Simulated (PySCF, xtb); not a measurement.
BiH5, SMILES [BiH5].

xtb 6.7.1 with GFN2-xTB at its own geometry gives an orbital gap of 4.32 eV and a dipole moment of 0.00 D.

Coordinates come from a B3LYP-D3(BJ)/def2-TZVP optimisation. The def2 effective core potentials stand for the cores of Bi; spin–orbit coupling is left out.

Q: What does M06-2X/def2-TZVPD (PySCF) give? (Estimate from the structure and the level; the computed values follow.)

A: gap 5.64 eV (levels -7.08 and -1.44 eV), dipole 0.00 D.
